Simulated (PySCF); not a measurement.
Species: ZnMe(CCH), C3H4Zn (singlet state).
Cartesian coordinates in Å at the PBE0-D3(BJ)/def2-SVP level; atoms count from 1:
```
atom  x, y, z in Å
Zn1   -0.0003    0.0005    0.0353
C2    -0.0041   -0.0174    1.9659
H3    -0.8479    0.5657    2.3679
H4     0.9247    0.4146    2.3709
H5    -0.0926   -1.0448    2.3533
C6     0.0021    0.0136   -1.8584
C7     0.0074    0.0288   -3.0794
H8     0.0108    0.0390   -4.1554
```

Computed, not measured: delta-SCF UKS SCAN, pcX-2 on the ionised atom (unc-x2c-TZVPall on a metal), pcseg-1 elsewhere, spin-free X2C in PySCF 2.14.0. Every row has its own mixed basis.

```json
{"ionised atom": "C2", "basis functions": "124", "E(ground) (Eh)": "-1909.16567", "E(ionised) (Eh)": "-1898.50916"}
{"ionised atom": "C6", "basis functions": "124", "E(ground) (Eh)": "-1909.17033", "E(ionised) (Eh)": "-1898.52184"}
{"ionised atom": "C7", "basis functions": "124", "E(ground) (Eh)": "-1909.16974", "E(ionised) (Eh)": "-1898.50944"}
```

What are the 1s binding energies?

E(ionised) − E(ground), at 27.2114 eV a hartree:

| atom | environment | difference (Eh) | binding energy (eV) |
| --- | --- | --- | --- |
| C2 | carbon bonded to Zn and 3 H | 10.65651 | 289.98 |
| C6 | carbon bonded to C and Zn | 10.64849 | 289.76 |
| C7 | carbon bonded to C and H | 10.66030 | 290.08 |

How much do the ground-state energies differ, and what would follow from using one of them for all holes?

They run from -1909.1703 Eh (core basis on C6) to -1909.1657 Eh (on C2), 0.0046 Eh or 0.13 eV apart, for one and the same state in different bases and grids. Pairing the ion of C2 with the ground state of C6 would put its binding energy 0.13 eV too high.

Only 1s holes are shown. Spin contamination (⟨S²⟩ against 0.75 for a pure doublet) is marked for C 1s of C6 (0.87) and C 1s of C7 (0.86), which makes these values less certain. Isolated species at its PBE0-D3(BJ)/def2-SVP geometry, gas phase. Metal 2p energies of this one-determinant scheme are less reliable than its 1s energies.
